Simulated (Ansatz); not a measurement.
Born–Oppenheimer molecular dynamics of AlFH$_{4}$N$_{2}$ (8 atoms, charge 0, multiplicity 1). It starts from a relaxed structure.

Level of theory: Ansatz 0.2.0, RKS B3LYP-D4/6-31G.

| Item | Value |
| --- | --- |
| ensemble | NVE (velocity Verlet) |
| time step | 1 fs |
| steps asked | 250 |
| starting velocities drawn for | 200 K |
| seed | 67342 |

First frame:

```xyz
8
Properties=species:S:1:pos:R:3
Al -0.090 0.108 0.054
N -0.017 -0.095 1.823
H -0.813 -0.295 2.413
H 0.835 -0.023 2.361
F 1.366 0.446 -0.778
N -1.591 -0.020 -0.898
H -2.503 -0.216 -0.510
H -1.629 0.095 -1.901
```

Question: What does the run give?

Answer: All steps were run.

* steps done: 250
* time covered: 250 fs
* mean temperature over the second half: 99 K
* spread of the potential energy over the second half: 3.0 meV per atom
* mean potential energy of the second half above the start: 10.2 meV per atom

The conserved energy stayed within 0.96 meV per atom of its start (net change 0.26 meV per atom), so the integration is sound. Over the second half the temperature averaged 0.50 of the 200 K drawn at the start: a run that starts near a minimum puts about half its kinetic energy into the potential. A run of 0.25 ps of so small a system gives no equilibrium averages. Limits of this set-up: no polarisation functions.

Question: What happens to the structure?

Answer: The same pairs are bonded in the first frame and the last. Pairs count as bonded within 1.25 times the sum of covalent radii (0.12 Å more for H–H). Another seed would give other details.

Question: How do temperature and energy run in time?

Answer: 
| time (fs) | T (K) | potential energy less start (eV) | conserved less start (meV/atom) |
| --- | --- | --- | --- |
| 0 | 200 | 0.000 | 0.00 |
| 8 | 82 | 0.095 | 0.45 |
| 16 | 67 | 0.111 | 0.94 |
| 24 | 112 | 0.072 | 0.42 |
| 32 | 107 | 0.072 | 0.05 |
| 40 | 88 | 0.091 | 0.45 |
| 48 | 68 | 0.109 | 0.84 |
| 56 | 97 | 0.084 | 0.59 |
| 64 | 113 | 0.069 | 0.11 |
| 72 | 148 | 0.042 | 0.25 |
| 80 | 63 | 0.113 | 0.88 |
| 88 | 94 | 0.086 | 0.56 |
| 96 | 132 | 0.053 | 0.09 |
| 104 | 110 | 0.073 | 0.37 |
| 112 | 72 | 0.106 | 0.80 |
| 120 | 53 | 0.120 | 0.73 |
| 128 | 151 | 0.039 | 0.17 |
| 136 | 106 | 0.074 | 0.14 |
| 144 | 79 | 0.100 | 0.80 |
| 152 | 94 | 0.089 | 0.74 |
| 160 | 123 | 0.061 | 0.12 |
| 168 | 111 | 0.071 | 0.22 |
| 176 | 84 | 0.096 | 0.71 |
| 184 | 86 | 0.095 | 0.79 |
| 192 | 95 | 0.084 | 0.32 |
| 200 | 147 | 0.042 | 0.06 |
| 208 | 81 | 0.097 | 0.66 |
| 216 | 72 | 0.106 | 0.83 |
| 224 | 111 | 0.071 | 0.24 |
| 232 | 133 | 0.053 | 0.16 |
| 240 | 84 | 0.095 | 0.63 |
| 248 | 39 | 0.132 | 0.84 |

Time of the run: 7.9 min on 1 thread of Arm Neoverse V1, on a shared host, peak memory 0.11 GiB.
